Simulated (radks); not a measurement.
Values are calculated unless marked as measured or tabulated.
The arsenic anion As3-, [Kr], held by a Watson sphere: a shell of charge +3 at radius R that stands for the Madelung well of a crystal (potential energy -3/R inside, -3/r outside, in hartree with lengths in bohr). Code: a radial shooting solver on a logarithmic mesh with Libxc functionals. Model: scalar-relativistic Kohn-Sham, LDA (Slater exchange, VWN5 correlation), spin-polarised, spherical densities, point nucleus. Response by self-consistent Sternheimer equations with the Hartree and adiabatic LDA kernel, the relativistic mass of each level held fixed and spin-orbit coupling left out. The sphere does not respond.

R (bohr)  e(3d) (eV)  e(4s) (eV)  e(4p) (eV)  <r> 4p (bohr)  sum of <r^2> (bohr^2)  X-ray form factor at sin(theta)/lambda = 0.3 1/angstrom  alpha (bohr^3)
3.4          -37.817     -13.474      -5.488          2.907                  79.76                                                   22.581           81.37
3.44         -37.786     -13.393      -5.421          2.923                  80.49                                                   22.585           83.72
3.61         -37.661     -13.069      -5.146          2.989                  83.60                                                   22.601           94.44
3.68         -37.614     -12.945      -5.037          3.017                  84.90                                                   22.607           99.21
3.76         -37.562     -12.809      -4.916          3.048                  86.40                                                   22.613           104.9
4.02         -37.405     -12.413      -4.546          3.148                  91.35                                                   22.629           125.7
4.82         -37.027     -11.535      -3.617          3.445                  107.6                                                   22.652           214.2
4.89         -36.999     -11.477      -3.549          3.471                  109.1                                                   22.652           224.1
5.17         -36.898     -11.270      -3.296          3.571                  115.2                                                   22.656           267.4
